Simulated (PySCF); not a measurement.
## Single point on SrB

State: ⁴Σ⁻ (quartet), unpaired electrons σ ↑, π ↑↑.

An equivalent input (the run itself took its basis sets from the Basis Set Exchange, started from a PBE0 density and held the occupation σ 5α 4β, πx 2α 1β, πy 2α 1β):

```python
from pyscf import gto, dft
mol = gto.M(atom='Sr 0 0 0; B 0 0 2.448', basis={'Sr': 'def2-TZVPP', 'B': 'def2-TZVPP'}, ecp={'Sr': 'def2-TZVPP'},
            charge=0, spin=3, verbose=4, symmetry='C2v')
mf = dft.UKS(mol, xc='M06')
mf.grids.atom_grid = (80, 434)
mf.grids.prune = dft.gen_grid.treutler_prune
mf.irrep_nelec = {'A1': (5, 4), 'B1': (2, 1), 'B2': (2, 1)}
mf.conv_tol = 1e-9
mf.max_cycle = 60
mf.diis_space = 10
mf.kernel()
```

The log (some set-up lines and the per-cycle HOMO/LUMO lines removed):

```
******** <class 'pyscf.dft.uks_symm.SymAdaptedUKS'> ********
method = SymAdaptedUKS
damping factor = 0
level_shift factor = 0
DIIS = <class 'pyscf.scf.diis.CDIIS'>
diis_start_cycle = 1
diis_space = 10
diis_damp = 0
SCF conv_tol = 1e-09
SCF conv_tol_grad = None
SCF max_cycles = 60
number electrons alpha = 9  beta = 6
Set gradient conv threshold to 3.16228e-05
init E= -55.3069444175593
cycle= 1 E= -55.3092870457498  delta_E= -0.00234  |g|= 0.0134  |ddm|= 0.196
cycle= 2 E= -55.308984202568  delta_E= 0.000303  |g|= 0.0226  |ddm|= 0.0678
cycle= 3 E= -55.3095575680668  delta_E= -0.000573  |g|= 0.00413  |ddm|= 0.0497
cycle= 4 E= -55.3095922293775  delta_E= -3.47e-05  |g|= 0.00207  |ddm|= 0.0181
cycle= 5 E= -55.3096009647086  delta_E= -8.74e-06  |g|= 0.000925  |ddm|= 0.0116
cycle= 6 E= -55.3096039678428  delta_E= -3e-06  |g|= 0.000331  |ddm|= 0.00658
cycle= 7 E= -55.3096046817557  delta_E= -7.14e-07  |g|= 0.000283  |ddm|= 0.00382
cycle= 8 E= -55.3096053556828  delta_E= -6.74e-07  |g|= 0.000162  |ddm|= 0.00457
cycle= 9 E= -55.3096056908353  delta_E= -3.35e-07  |g|= 7.43e-05  |ddm|= 0.00396
cycle= 10 E= -55.309605817011  delta_E= -1.26e-07  |g|= 2.08e-05  |ddm|= 0.00345
cycle= 11 E= -55.3096058220364  delta_E= -5.03e-09  |g|= 6.2e-06  |ddm|= 0.000832
cycle= 12 E= -55.3096058221063  delta_E= -6.99e-11  |g|= 1.58e-06  |ddm|= 5.02e-05
Extra cycle  E= -55.3096058221072  delta_E= -8.95e-13  |g|= 1.98e-06  |ddm|= 1.1e-05
converged SCF energy = -55.3096058221072  <S^2> = 3.7562365  2S+1 = 4.0031171
```

A point of this curve took 6.3 CPU seconds beside 0.18 for the integrals, on Arm Neoverse V1 (shared host).

Spin–orbit coupling is left out. The state is the lowest determinant that a PBE0 search found; another state may lie lower at other levels.
